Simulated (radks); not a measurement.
Results of a calculation; reference values are marked as such.
All-electron atom: Xe in [Xe].

Code: a radial shooting solver on a logarithmic mesh with Libxc functionals. Model: scalar-relativistic Kohn-Sham, PBEsol, spin-unpolarised, spherical densities, point nucleus; hard spherical wall at 20 bohr.

Energy parts (eV):
total: -202568.506
kinetic: 213012.489
electron-nucleus: -490386.610
Hartree: 79799.259
exchange-correlation: -4993.645

Orbitals (lengths in bohr, moments of r in powers of bohr; r(max) is where P^2 peaks):
orbital  occ.  eigenvalue (eV)      <r^4>   r(max)
1s          2        -34356.64  2.437e-06  0.01716
2s          2        -5347.207  0.0004126  0.09700
2p          6        -4798.674  0.0002988  0.07781
3s          2        -1093.479    0.01752   0.2791
3p          6        -916.3518    0.01837   0.2730
3d         10        -653.5375    0.01585   0.2259
4s          2        -197.1735     0.4946   0.6610
4p          6        -141.0657     0.6745   0.6934
4d         10         -59.3136      1.373   0.7485
5s          2         -19.7803      23.70    1.622
5p          6          -8.2430      64.10    1.910

The highest occupied level is 5p at -8.243 eV. The pressure on the wall is 5.04e-11 GPa. The density falls to 0.001 e/bohr^3 at r = 4.40 bohr. Summed over all electrons, <r^2> = 60.82 bohr^2, which gives a Langevin (diamagnetic) susceptibility term of -48.2 x 10^-6 cm^3/mol.
